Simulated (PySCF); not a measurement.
Si(F)2(Me)(SeH) (CH₄F₂SeSi), SMILES C[Si](F)(F)[SeH].

Geometry optimised at PBE0-D3(BJ)/def2-SVP. The structure was generated by enumeration, and PubChem lists no compound with its InChIKey, so it may never have been made. Other conformers were not sampled.

All values below come from TDA-PBE/def2-SVPD run with PySCF.

Vertical excitations. 

```
state  energy (eV)  λ (nm)      f                                               main pairs
-----  -----------  ------  -----  -------------------------------------------------------
S1            5.28     235  0.011                                           HOMO→LUMO 99 %
S2            5.74     216  0.049                                         HOMO→LUMO+1 99 %
S3            6.43     193  0.002                                         HOMO→LUMO+2 97 %
S4            6.57     189  0.004                                         HOMO→LUMO+3 97 %
S5            6.82     182  0.017                                         HOMO−1→LUMO 88 %
S6            7.02     177  0.004                     HOMO→LUMO+4 65 %, HOMO−1→LUMO+1 21 %
S7            7.15     173  0.003                                         HOMO→LUMO+5 91 %
S8            7.39     168  0.038                                         HOMO→LUMO+6 96 %
S9            7.78     159  0.395  HOMO−1→LUMO+1 51 %, HOMO→LUMO+4 12 %, HOMO−1→LUMO+3 8 %
S10           7.95     156  0.052                                         HOMO→LUMO+7 71 %
T1            4.88     254      0                                           HOMO→LUMO 99 %
T2            5.41     229      0                                         HOMO→LUMO+1 98 %
T3            6.21     200      0                                         HOMO→LUMO+2 93 %
T4            6.38     194      0                                         HOMO−1→LUMO 71 %
```
Triplets are in the Tamm–Dancoff approximation.
